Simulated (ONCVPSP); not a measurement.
**Transferability test, ONCV potential for tin (Sn)**

| Item | Value |
| --- | --- |
| Element | Sn (Z = 50) |
| Generator | ONCVPSP 4.0.1 |
| Type | optimised norm-conserving Vanderbilt (ONCV) |
| Functional | LDA (Perdew-Wang 92) |
| Relativity | scalar-relativistic |
| Frozen core | [Kr] 4d10 |
| Valence charge | 4 |
| Reference configuration | 5s2 5p1 (charge +1) |
| Partial waves | 5s: rc 1.95 bohr, ncon 4, nbas 8, qcut 2.8 1/bohr, 3 projectors, debl 3.2 Ha; 5p: rc 1.90 bohr, ncon 3, nbas 6, qcut 4.2 1/bohr, 2 projectors, debl 0.8 Ha |
| Local potential | polynomial inside 1.40 bohr (lpopt 5, dvloc0 -1 Ha) |
| Core correction | Teter function fitted to the true core (icmod 2), fcfact 0.55 |

Energies are relative to the spin-unpolarised reference configuration 5s2 5p1; without spin polarisation the order of configurations can differ from experiment.

```json
{"valence configuration": "5s1 5p0", "charge": "+3", "ΔE all-electron (eV)": "45.705", "error AE − PS (meV)": "-173"}
{"valence configuration": "5s2 5p1.5", "charge": "+0.5", "ΔE all-electron (eV)": "-4.379", "error AE − PS (meV)": "+0.6"}
```

(1) What are ΔE and the potential's error for 5s2 5p0?

(2) What are ΔE and the potential's error for 5s2 5p2?

Levels in the configuration 5s1 5p0:

| level | all-electron (eV) | pseudo (eV) |
| --- | --- | --- |
| 5s | -36.455 | -36.717 |

Note: no bound ghost flagged; GHOST(+) flagged for p at 25.5 eV, s at 110.1 eV.

## Answers

(1) ΔE = 14.258 eV all-electron; the error (AE − PS) is -15 meV.

(2) ΔE = -7.092 eV all-electron; the error (AE − PS) is +0.6 meV.
